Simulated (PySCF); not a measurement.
Stepwise substitution at one centre (Si Br-NH2). Isolated molecules, 0 K electronic values unless said otherwise. One relaxed conformer stands for each flexible species; it need not be the lowest. Strings in code marks are SMILES. All members: neutral, multiplicity 1. Level: M06-2X/def2-TZVP // PBE0-D3(BJ)/def2-TZVP (PySCF), beside PBE-D3(BJ)/def2-TZVP // PBE0-D3(BJ)/def2-TZVP (PySCF) at the same geometries.  Orbital energies are measured against the vacuum level.

```
species                                                           HOMO, PBE (eV)  HOMO, M06-2X (eV)
----------------------------------------------------------------  --------------  -----------------
`Br[Si](Br)(Br)Br`                                                         -7.40              -9.90
`N[Si](Br)(Br)Br` (H–N–Si–Br torsion 44°)                                  -6.73              -9.44
`N[Si](N)(Br)Br` (H–N–Si–Br torsion 180°, Br–Si–N–H torsion 63°)           -6.43              -9.10
`N[Si](N)(N)Br`                                                            -6.02              -8.82
`N[Si](N)(N)N`                                                             -5.22           withheld
```

Question: Fit y = a + b·x, y being the HOMO at the first level, to the 4 complete rows by least squares, with x = the PBE value in eV. Give a, b and the rms residual, and predict the withheld value.

Answer: Means of the 4 rows: x̄ = -6.645, ȳ = -9.315 eV. Σ(x − x̄)² = 1.0141 and Σ(x − x̄)(y − ȳ) = 0.8079, so b = 0.797 and a = ȳ − b·x̄ = -4.019 eV. The rms residual is 0.037 eV. At x = -5.22 the line gives -8.18 eV, outside the range of the fitted rows. The run for `N[Si](N)(N)N` gave -8.21 eV, so the line is off by 0.03 eV, within twice the rms residual.

Codes: PySCF.
